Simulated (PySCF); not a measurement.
A calculated (r2SCAN, PySCF 2.14, x2c-TZVPPall, the spin-free X2C one-electron Hamiltonian (Gaussian nucleus)) atom or ion has these occupied shells.

| shell | electrons | orbital energy (eV) | rms radius, mean of both spins (bohr) |
| --- | --- | --- | --- |
| 1s | 2 | -61135.0 | 0.0223 |
| 2s | 2 | -10380.7 | 0.0901 |
| 2p | 6 | -9170.2 | 0.0815 |
| 3s | 2 | -2348.7 | 0.231 |
| 3p | 6 | -1980.3 | 0.232 |
| 3d | 10 | -1519.4 | 0.212 |
| 4s | 2 | -466.29 | 0.519 |
| 4p | 6 | -344.27 | 0.552 |
| 4d | 10 | -180.02 | 0.604 |
| 5s | 2 | -55.887 | 1.29 |
| 5p | 6 | -28.117 | 1.55 |
| 6s | 2 | -3.923 | 4.33 |
| 4f | 14 | -2.333 | 0.902 |

**Question.** Name the element and its charge.

**Answer.** Yb (ytterbium, neutral), in [Xe] 4f14 6s2, closed-shell 1S.
